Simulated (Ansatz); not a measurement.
Mulliken charges of `O[SiH]1[S][Al]1[Cl]` from PBE/def2-TZVPP in Ansatz (PBE0-D4/def2-TZVP geometry).

```tsv
atom	x (Å)	y (Å)	z (Å)	charge (e)
O1	-0.153	-0.236	2.013	-0.323
Si2	0.595	-0.196	0.553	0.319
S3	-0.262	-1.478	-1.004	-0.242
Al4	-0.189	0.650	-1.452	0.276
Cl5	-0.833	1.802	-3.061	-0.178
H6	-1.101	-0.092	2.030	0.193
H7	2.003	-0.517	0.876	-0.044
```

Task: By hand: the dipole of these point charges (1 e Å = 4.8032 D).

Result: Σ q r = (0.098, 0.235, 0.267) e Å, of length 0.369 e Å = 1.77 D.

Task: How does the dipole of the full density compare? (Estimate.)

Result: The calculation gave: (-0.128, 0.218, 0.114) e Å, 1.33 D; the point charges give 1.33 times that, at 47° from its direction.

Point charges leave out the atoms' own dipoles, such as those of lone pairs, and Mulliken's split depends on the basis, so the two needn't agree.
